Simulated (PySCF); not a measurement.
Computed shifts of a molecule C5H7N, PBE0/pcSseg-1 (PySCF), GIAO, gas phase, equivalent atoms averaged, in ppm (number of nuclei): ¹³C: 129.2 (2), 118.8 (2), 40.2 (1). ¹⁵N: 182.2 (1). ¹H: 7.03 (2), 6.77 (2), 4.04 (3). References: ¹³C against TMS (σ = 186.3 ppm); ¹⁵N against NH3 (σ = 267.4 ppm); ¹H against TMS (σ = 31.56 ppm), references at their B3LYP-D3(BJ)/def2-TZVP geometries, non-relativistic. The structure is a stationary point at PBE-D3(BJ)/def2-SVP. One conformer was computed; it need not be the lowest.

Question: Which molecule gave these data?
A. C#CC1CNC1
B. C#CC1(N)CC1
C. Cn1cccc1
D. CC#C/C=N/C

Answer: C, Cn1cccc1
